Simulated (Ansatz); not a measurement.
Sn₂S, relaxed as a singlet with RKS B3LYP-D4/def2-TZVP in Ansatz, starting from the GFN2-xTB geometry. Force threshold 0.02 eV/Å.

In the def2 sets Sn takes a core potential; there is no spin–orbit coupling. The structure comes from a short search, and lower isomers may exist.

Start:

Cartesian coordinates in Å:
```
Sn -1.043 0.859 0.774
Sn 0.569 -1.412 0.327
S 0.474 0.553 -1.100
```

```
        step  energy (eV)  largest force component (eV/Å)  SCF passes
           1  -22505.4003                           0.853          19
2 (rejected)  -22505.2897                           1.052          26
           3  -22505.4438                           0.065          22
           4  -22505.4440                           0.013          24
```

Force components are those of the run's own axes.

End:

```csv
atom,x (Å),y (Å),z (Å)
Sn1,-1.074,0.907,0.779
Sn2,0.603,-1.456,0.314
S3,0.471,0.549,-1.093
```

By distances, no bond broke or formed. The bond that changes most is Sn1–S3, from 2.43 to 2.45 Å (atoms count from 1).

No frequencies were taken in this run, so the end may be a saddle point.

It took 6 s on 4 threads of Arm Neoverse V2 on a shared host.
